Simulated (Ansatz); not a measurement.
Molecule: bis(prop-2-enyl)borinic acid, C6H11BO, charge 0, multiplicity 1. 
Geometry from a B3LYP-D3(BJ)/def2-TZVP (Ansatz, a quantum-chemistry and plane-wave program) optimisation:
```xyz
19

C      2.6472     1.5561     1.4393
C      1.6666     0.6691     1.5620
C      1.4977    -0.5579     0.7202
B      0.2099    -0.5519    -0.1959
O      0.3112    -1.1214    -1.4226
C     -1.1659     0.1094     0.2648
C     -2.3427    -0.3560    -0.5291
C     -2.7598     0.1748    -1.6766
H      2.6985     2.4351     2.0686
H      3.4357     1.4310     0.7056
H      0.9025     0.8439     2.3154
H      1.3905    -1.4333     1.3792
H      2.3872    -0.7374     0.1118
H     -0.5290    -1.0958    -1.9063
H     -1.0222     1.1910     0.1444
H     -1.3221    -0.0521     1.3346
H     -2.8468    -1.2459    -0.1607
H     -2.3005     1.0669    -2.0893
H     -3.5913    -0.2455    -2.2270
```

Property: atomisation energy (electronic, to ground-state atoms), in eV. Correlated levels leave the core frozen unless marked. UHF or UKS for open shells. No spin-orbit coupling. No relativistic terms. The coupled-cluster limit lacks core correlation, which all-electron functionals hold. Basis-set limits of correlation are two-point, X^-3; Hartree-Fock from the larger set. [CCSD(T)-MP2]/basis is that difference in the basis named.

```csv
level,program,atomisation energy (eV),minus last row
r2SCAN/def2-TZVPD,Ansatz,83.96,0.30
PBE0/6-31G*,Ansatz,84.10,0.44
PBE0-D3(BJ)/def2-TZVP,Ansatz + dftd3,84.47,0.81
PBE0/def2-QZVPP,Ansatz,84.21,0.55
BHLYP-D3(BJ)/def2-TZVPD,Ansatz + dftd3,81.69,-1.97
BHLYP/def2-TZVPD,Ansatz,81.12,-2.54
wB97X-V/def2-TZVPD,Ansatz,83.66,0.00
B2PLYP-D3(BJ)/def2-TZVPD,Ansatz + dftd3,83.16,-0.50
SCS-MP2/6-31G*,Ansatz,77.41,-6.25
"RI-MP2/CBS(aug-cc-pVTZ,aug-cc-pVQZ)+[CCSD(T)-MP2]/aug-cc-pVTZ",Ansatz,83.66,0.00
```
